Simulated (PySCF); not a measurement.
Species: Sn(OH)4.
Bonds: Sn1–O2, Sn1–O4, Sn1–O6, Sn1–O8. Hydrogens: H3 on O2; H5 on O4; H7 on O6; H9 on O8.

Method: PBE0-D3(BJ)/def2-SVP geometry optimisation, gas phase, def2 core potentials past Kr (PySCF 2.14.0); density fitting, grid level 1; the optimiser is geomeTRIC in internal coordinates, started from a GFN2-xTB structure with every atom displaced at random (about 0.03 Å).

Step 0: E = -14070.0778 eV
```
atom  x, y, z in Å  |  force x, y, z in eV/Å
Sn1     0.0611   -0.0767    0.0144    0.433   4.083  -0.903
O2     -0.0432    0.0493    1.8816   -1.067   0.534   3.057
H3     -0.8865    0.4253    2.2396    1.113  -0.467  -0.558
O4      1.9101   -0.0459   -0.5404   -3.399  -3.955  -4.613
H5      2.3999    0.4150    0.0064    4.288   3.887   4.526
O6     -0.9543    1.5274   -0.6264    0.842  -0.324   1.622
H7     -1.2771    1.4181   -1.5010   -0.478  -0.219  -1.382
O8     -0.7950   -1.5060   -0.7474   -2.825  -1.402  -1.572
H9     -0.2823   -2.2760   -0.7524    1.093  -2.138  -0.178
```

Step 1: E = -14070.8522 eV
```
atom  x, y, z in Å  |  force x, y, z in eV/Å
Sn1     0.0439   -0.0296    0.0029   -0.240  -0.229   0.044
O2     -0.0432    0.0934    1.9731    0.240  -0.170  -0.166
H3     -0.8649    0.4607    2.3203   -0.047   0.019  -0.210
O4      1.9376   -0.0181   -0.5443   -0.461  -0.442  -0.299
H5      2.4964    0.4850    0.0444    0.236   0.309   0.396
O6     -0.9536    1.5414   -0.6319    0.031  -0.034   0.113
H7     -1.2779    1.4190   -1.5296   -0.054  -0.026  -0.146
O8     -0.8567   -1.6028   -0.8185    0.051   0.608   0.184
H9     -0.3488   -2.4185   -0.8420    0.245  -0.036   0.083
```

**Question.** Estimate the geometry and energy of step 2. (The exact step hangs on the optimiser's Hessian estimate; all steps are aligned on step 1, rigid shifts and turns removed.)

**Answer.** E = -14070.8888 eV, largest force 0.194 eV/Å
```
atom  x, y, z in Å  |  force x, y, z in eV/Å
Sn1     0.0333   -0.0194   -0.0005   -0.164  -0.038  -0.052
O2     -0.0224    0.0769    1.9589    0.163  -0.095   0.042
H3     -0.8488    0.4512    2.2824   -0.100   0.052  -0.028
O4      1.9175   -0.0446   -0.5396    0.106  -0.089  -0.020
H5      2.4748    0.4592    0.0657   -0.022   0.016   0.032
O6     -0.9648    1.5471   -0.6350   -0.063   0.033  -0.053
H7     -1.2953    1.4197   -1.5334    0.008  -0.006   0.029
O8     -0.8527   -1.5812   -0.8077    0.010   0.059   0.015
H9     -0.3089   -2.3782   -0.8165    0.061   0.069   0.034
```

The energy changes by -0.0366 eV. The first-order estimate −F·Δx gives -0.0585 eV and the mean of the old and new forces, exact on a quadratic surface, -0.0363 eV. The step makes an angle of 63° with the force vector and moves no atom by more than 0.062 Å.

What follows is the cost of the whole optimisation. Time: 59 s wall; peak memory 0.40 GiB. Hardware: one thread of an Arm Neoverse V2, no GPU, shared host with 192 logical CPUs at a one-minute load of 81.
